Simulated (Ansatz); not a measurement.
The same atomization along the group O, S, Se, Te.

Gas-phase electronic energies from Ansatz, PBE0-D4/def2-TZVP geometries. CCSD(T)/CBS adds triple-zeta CCSD(T) − MP2 to the extrapolated MP2 energy (def2 sets, frozen cores). This one scheme is used for every species, atoms too. DFT in def2-TZVPP. Open shells (•) are unrestricted, without spin–orbit coupling. Spin–orbit coupling would lower the free atoms: a little for Cl, O, S, Si; clearly for Se; strongly for Te. Elements past krypton have def2 core potentials. Bonds to Se, Te are less sure, by a few kJ/mol each and by 10 to 20 or more in all where they break to atoms, as the def2 sets lack core-valence functions. Scalar relativity is left out up to krypton. Each species was taken in one conformer, which may not be the lowest.

| reaction | CCSD(T)/CBS(def2) (kJ/mol) |
| --- | --- |
| `O[Si](Cl)(Cl)Cl` → 3 Cl• + H• + O• + Si• | ? |
| `S[Si](Cl)(Cl)Cl` → 3 Cl• + H• + S• + Si• | 1907 |
| `Cl[Si](Cl)(Cl)[SeH]` → 3 Cl• + H• + Se• + Si• | 1836 |
| `Cl[Si](Cl)(Cl)[TeH]` → 3 Cl• + H• + Te• + Si• | 1751 |

Task: Fill in the missing values. (Best estimate.)

Result: The calculation gave: `O[Si](Cl)(Cl)Cl` → 3 Cl• + H• + O• + Si•: +2163.4 kJ/mol.

Largest T1 diagnostic: 0.012, for Si•.

For atomizations the MP2-based limit and the directly extrapolated one differ by several kJ/mol either way, and by 10 to 25 for some Ge, Se and Sn compounds, so smaller differences from it don't rank the levels.
